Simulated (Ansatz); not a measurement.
Total energies of AsSbSbSb tetrahedron (Sb₃As) from Ansatz at PBE-D4/def2-TZVP, gas phase (1 Eh = 27.2114 eV = 2625.5 kJ/mol). The reference geometry is relaxed at PBE-D4/def2-SVP.

```csv
atom,x (Å),y (Å),z (Å)
As1,-1.010,-1.224,0.033
Sb2,-0.560,1.178,1.135
Sb3,1.564,-0.592,0.439
Sb4,0.006,0.638,-1.606
```

```json
{"state": "charge 0 singlet", "geometry": "reference", "energy (Eh)": "-2956.46920"}
{"state": "charge 1 doublet", "geometry": "reference", "energy (Eh)": "-2956.17915"}
{"state": "charge 1 doublet", "geometry": "relaxed at PBE-D4/def2-SVP", "energy (Eh)": "-2956.18864"}
{"state": "free As atom (quartet)", "geometry": "–", "energy (Eh)": "-2235.47024"}
{"state": "free Sb atom (quartet)", "geometry": "–", "energy (Eh)": "-240.20743"}
```

In the def2 sets Sb takes a core potential; there is no spin–orbit coupling.

(1) Work out the vertical ionisation energy to the doublet.

(2) How much does the charge 1 doublet relax, and what is the adiabatic ionisation energy?

(3) What is the binding energy per atom against free atoms?

(1) E(charge 1 doublet) − E(charge 0 singlet) = -2956.17915 − (-2956.46920) = 0.29005 Eh = 7.89 eV. For comparison, −ε of the highest occupied level is 5.50 eV at this level, 2.39 eV less.

(2) Relaxation: -2956.17915 − (-2956.18864) = 0.00949 Eh = 0.26 eV. Adiabatic ionisation energy: 0.28056 Eh = 7.63 eV, without zero-point energy. 

(3) Atoms: 1 × (-2235.47024) + 3 × (-240.20743) = -2956.09253 Eh. Binding: -2956.09253 − (-2956.46920) = 0.37667 Eh = 10.25 eV, or 2.56 eV for each of 4 atoms (no zero-point energy, no counterpoise term).

At PBE-D4/def2-TZVP the gap within one spin of the charge 1 doublet nearly closes, so an electron or hole may be smeared out by delocalisation error.
